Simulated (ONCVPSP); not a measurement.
## How hard is this gallium ONCV potential?

```json
{
 "Element": "Ga (Z = 31)",
 "Generator": "ONCVPSP 4.0.1",
 "Type": "optimised norm-conserving Vanderbilt (ONCV)",
 "Functional": "PBE",
 "Relativity": "scalar-relativistic",
 "Frozen core": "[Ar] 3d10",
 "Valence charge": "3",
 "Reference configuration": "4s2 (charge +1)",
 "Partial waves": "4s: rc 1.55 bohr, ncon 5, nbas 10, qcut 5.1 1/bohr, 1 projector; p scattering state at 0.15 Ha: rc 1.45 bohr, ncon 4, nbas 7, qcut 5.6 1/bohr, 1 projector; d scattering state at 0.38 Ha: rc 1.70 bohr, ncon 4, nbas 7, qcut 5.4 1/bohr, 3 projectors, debl 3.6 Ha",
 "Local potential": "polynomial inside 1.25 bohr (lpopt 5, dvloc0 0 Ha)",
 "Core correction": "polynomial model core, fcfact 0.45"
}
```

**Question.** For each optimised wave give the share of its norm inside rc, the residual kinetic energy above qcut (Ha) and the cutoffs (Ha) for errors of 10, 1, 0.1 and 0.01 mHa per electron.

**Answer.**

```csv
wave,norm inside rc,residual KE,10 mHa,1 mHa,0.1 mHa,0.01 mHa
4s,0.204,8.6e-04,4.9,11.0,109.1,128.4
p projector 1,0.047,2.0e-03,2.0,31.3,67.0,92.0
d projector 1,0.117,3.1e-02,30.2,57.2,77.0,not reached
d projector 2,0.132,4.8e-01,71.8,83.4,110.3,not reached
d projector 3,0.094,1.5e+00,45.1,97.7,116.5,173.5
```

The occupied waves need 11 Ha and 109 Ha for 1 and 0.1 mHa. The cutoffs count occupied waves only; projector 2 of the d channel, the hardest unoccupied one, needs 83 Ha at the loose tolerance. Note: ghosts flagged at negative energy: s at -19.8 eV, d at -26.3 eV; no localised positive-energy state flagged. A true bound ghost makes a file unfit for plane-wave use. 3 of 4 tests not solved or not reliable.
